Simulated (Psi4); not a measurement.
hydrogen chloride (HCl), singlet, geometry from GFN2-xTB. Base run: HF/def2-SVP (Psi4).

The Psi4 input:
```
memory 2 GB

molecule mol {
0 1
Cl   -0.000000   -0.000000   -0.070946
H     0.000000    0.000000    1.206076
}

set {
  basis def2-svp
  reference rhf
}

energy('scf')
print_variables()
```

Variants of this job, named by their change:

```json
[
 {"change": "base", "ΔE vs base (mEh)": "0.000", "SCF cycles": "7", "basis functions": "23"},
 {"change": "scf_type = out_of_core", "ΔE vs base (mEh)": "-0.017", "SCF cycles": "7", "basis functions": "23"},
 {"change": "diis_max_vecs = 3", "ΔE vs base (mEh)": "0.000", "SCF cycles": "7", "basis functions": "23"},
 {"change": "scf_type = disk_df", "ΔE vs base (mEh)": "0.000", "SCF cycles": "7", "basis functions": "23"},
 {"change": "puream = false", "ΔE vs base (mEh)": "-5.033", "SCF cycles": "7", "basis functions": "24"},
 {"change": "d_convergence = 1e-4", "ΔE vs base (mEh)": "0.000", "SCF cycles": "6", "basis functions": "23"},
 {"change": "df_basis_scf = cc-pvtz-jkfit", "ΔE vs base (mEh)": "-0.044", "SCF cycles": "7", "basis functions": "23"},
 {"change": "d_convergence = 1e-10", "ΔE vs base (mEh)": "0.000", "SCF cycles": "11", "basis functions": "23"},
 {"change": "guess = sadno", "ΔE vs base (mEh)": "0.000", "SCF cycles": "8", "basis functions": "23"},
 {"change": "level_shift = 0.3", "ΔE vs base (mEh)": "0.000", "SCF cycles": "7", "basis functions": "23"},
 {"change": "diis_max_vecs = 15", "ΔE vs base (mEh)": "0.000", "SCF cycles": "7", "basis functions": "23"},
 {"change": "cholesky_tolerance = 1e-6 (with scf_type cd)", "ΔE vs base (mEh)": "-0.015", "SCF cycles": "7", "basis functions": "23"},
 {"change": "e_convergence = 1e-8", "ΔE vs base (mEh)": "0.000", "SCF cycles": "7", "basis functions": "23"}
]
```
